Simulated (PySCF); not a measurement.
Compound: C7H12O2P (charge +1).
Bonds: O1–C2, C2–C3, C3–C4, C4–P5, P5–C6, C6–C7 (aromatic), C7–C8 (aromatic), C8–C9 (aromatic), C9–O10 (aromatic), C6–O10 (aromatic). Hydrogens: H11 on O1; H12, H13 on C2; H14, H15 on C3; H16, H17 on C4; H18, H19 on P5; H20 on C7; H21 on C8; H22 on C9.

Definitions: NICS(0) = −σiso at the ring centroid; NICS(1) = −σiso and NICS(1)zz = −σzz at ±1 Å along the ring normal z. Level: GIAO PBE0/pcSseg-1 (PySCF, non-relativistic, gas phase) on the GFN2-xTB geometry, one conformer.

Ring bond lengths (Å), with Mayer bond orders in brackets: C6–C7 1.374 (1.51), C7–C8 1.409 (1.31), C8–C9 1.365 (1.57), C9–O10 1.335 (1.10), O10–C6 1.359 (1.01).

Q: Give the NICS values of each ring in ppm.

A: 
```json
{"ring": "C6–C7–C8–C9–O10", "type": "5-membered ring with O; formal bonds all aromatic", "NICS(0)": "-11.7", "NICS(1), two faces": "-10.5 / -10.7", "NICS(1)zz, two faces": "-26.5 / -26.6", "rms pucker (Å)": "0.00", "centre to ring atoms, mean (Å)": "1.16"}
```

Q: What do they say, and how far can they be read as aromaticity?

A: 
- C6–C7–C8–C9–O10: mean NICS(1)zz -26.5 ppm, shielded, aromatic by this magnetic criterion (flat ring, no four-coordinate atom).

Q: What does the geometric index give? HOMA = 1 − mean of α(R − Ropt)² over the ring bonds, with Krygowski's 1993 parameters (CC: Ropt 1.388 Å, α 257.7 Å⁻²; CO: Ropt 1.265 Å, α 157.38 Å⁻²).

A: 
- C6–C7–C8–C9–O10: HOMA 0.51; the largest term is that of O10–C6, α(R − Ropt)² = 1.38.

Q: At the second NICS(1) probe listed for ring C6–C7–C8–C9–O10, 1 Å off the ring, how large is the induced field along the normal in 7.05 T applied along it?

A: NICSzz × B0 = -26.6 ppm × 7.05 T = -188 μT, against the applied field.

Q: Give the inner angles of the rings and the Hirshfeld charges of the ring atoms.

A: 
- C6–C7–C8–C9–O10: C6 109.9° (-0.018 e), C7 105.9° (-0.046 e), C8 106.1° (-0.057 e), C9 111.0° (+0.055 e), O10 107.0° (-0.046 e); sum 540.0° against 540° for a flat convex ring.
